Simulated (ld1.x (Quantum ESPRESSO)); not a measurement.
Before and after: TM semilocal potential for tellurium (Te)

ld1.x (Quantum ESPRESSO) 7.5 input, shortened:

```
&input
   title='Te', zed=52., rel=1, dft='PW91', iswitch=3,
   config='[Kr] 4d10 4f-2 5s2 5p4'
 /
 &inputp
   pseudotype=1, tm=.true., lloc=2,
   nlcc=.true.
 /
4
5S  1  0   2.00   0.00  1.45  1.45  0.0
5P  2  1   4.00   0.00  2.20  2.20  0.0
4F  4  3  -2.00   0.05  2.20  2.20  0.0
4D  3  2  10.00   0.00  1.05  1.05  0.0
 &test
   configts(1)='4d10 5s2 5p4'
 /
```

All-electron outer shells of the reference configuration (PW91, scalar-relativistic, ld1.x):

| shell | level (eV) | outermost node (bohr) | outermost maximum (bohr) |
| --- | --- | --- | --- |
| 4s | -164.41 | 0.38 | 0.70 |
| 4p | -114.44 | 0.38 | 0.74 |
| 4d | -41.69 | 0.36 | 0.81 |
| 5s | -15.18 | 0.91 | 1.80 |
| 5p | -6.00 | 1.00 | 2.17 |

Change: wave 5p (bound): rc 2.20 bohr becomes 5p (bound): rc 1.94 bohr.

Cutoffs: the cutoffs (Ry, on a coarse ladder) from which the occupation-weighted sum of valence levels, in a spherical-Bessel basis at the reference potential, stays within 10 and 1 mRy of its value at 400 Ry; they do not see the model core or the augmentation charge, which bear on the density cutoff. Errors are all-electron minus pseudo energies relative to the spin-unpolarised reference configuration.

Q: Predict the effect on cutoff, ghosts and configuration errors.

A: The potential gets neither clearly harder nor softer (120 Ry and 200 Ry → 120 Ry and 200 Ry); the d channel sets the loose cutoff, while the largest relative change is in p, which becomes softer; the errors of the 7 common tests hardly move; neither file shows a bound ghost. A semilocal file is local in each channel, so a ghost entry of none says nothing of the separable form that plane-wave codes build from it.

```tsv
quantity	base	changed
cutoff, loose	120 Ry	120 Ry
cutoff, tight	200 Ry	200 Ry
loose cutoff by channel (10 mRy a level)	s 35 Ry, p 12 Ry, d 90 Ry	s 35 Ry, p 10 Ry, d 90 Ry
bound ghosts	none	none
error for 4d10 5s2 5p3, meV [ΔE 9.78 eV]	-0.6	-0.5
error for 4d10 5s2 5p2, meV [ΔE 27.78 eV]	+2.5	+2.8
error for 4d10 5s2 5p1, meV [ΔE 54.78 eV]	+9.5	+10
error for 4d10 5s1 5p5, meV [ΔE 9.28 eV]	-4.1	-3.9
error for 4d9 5s2 5p5, meV [ΔE 38.25 eV]	-252	-245
error for 4d10 5s2 5p3.5, meV [ΔE 3.92 eV]	-0.6	-0.6
error for 4d10 5s2 5p0, meV [ΔE 91.37 eV]	+15	+15
s: phases at 2.41 bohr within 0.05 rad from the reference energy up to (Ry; the scan ends near 5)	1.5	1.5
p: phases at 2.41 bohr within 0.05 rad from the reference energy up to (Ry; the scan ends near 5)	3.7	3.6
d: phases at 2.41 bohr within 0.05 rad from the reference energy up to (Ry; the scan ends near 5)	to the end of the scan	to the end of the scan
f: phases at 2.41 bohr within 0.05 rad from the reference energy up to (Ry; the scan ends near 5)	1.1	1.1
```
